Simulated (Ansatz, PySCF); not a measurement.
Noncovalent pair: H2 (SMILES [H][H]) (first 2 atoms) with CH3NO (SMILES NC=O); geometry from B3LYP-D3(BJ)/def2-TZVP, rigid monomers moved along the line of their centres of mass till H1···O5 is 4.63 Å.
(charge 0, multiplicity 1):
```xyz
8

H     -0.31464    -0.21505     0.47387
H      0.00559    -0.00640    -0.16754
N      1.08434     0.80273     5.38534
C      0.00969     0.08977     5.80160
O     -0.78172    -0.46294     5.07131
H      1.26436     0.89897     4.39904
H      1.70531     1.23958     6.04292
H     -0.07648     0.06091     6.90315
```

Counterpoise-corrected where a basis set is named; no monomer relaxation.

Correlated levels freeze the cores. CBS(a, b) extrapolates the correlation energy as X⁻³ and adds the Hartree–Fock energy of set b.

Codes used: Ansatz (Gaussian basis) for Hartree–Fock, density functionals and correlated methods; PySCF for the dispersion terms. Each number belongs to the level named beside it.

PBE/def2-TZVPPD gives -0.6 kJ/mol for the interaction energy.

Task: Predict the shift from PBE, with its sign, for: PBE-D3(BJ)/def2-TZVPPD, r2SCAN/def2-TZVPPD, PBE0/def2-TZVPPD, wB97M-V/def2-TZVPPD, MP2/CBS(aug-cc-pVDZ, aug-cc-pVTZ), MP2/CBS(aug-cc-pVDZ, aug-cc-pVTZ) + ΔCCSD(T)/aug-cc-pVDZ.

Result: PBE-D3(BJ)/def2-TZVPPD -0.2; r2SCAN/def2-TZVPPD 0.1; PBE0/def2-TZVPPD 0.0; wB97M-V/def2-TZVPPD -0.1; MP2/CBS(aug-cc-pVDZ, aug-cc-pVTZ) -0.1; MP2/CBS(aug-cc-pVDZ, aug-cc-pVTZ) + ΔCCSD(T)/aug-cc-pVDZ -0.1 kJ/mol. 2 of 6 lie above PBE; the widest gap is to PBE-D3(BJ)/def2-TZVPPD.

Ansatz is a program for electronic structure.
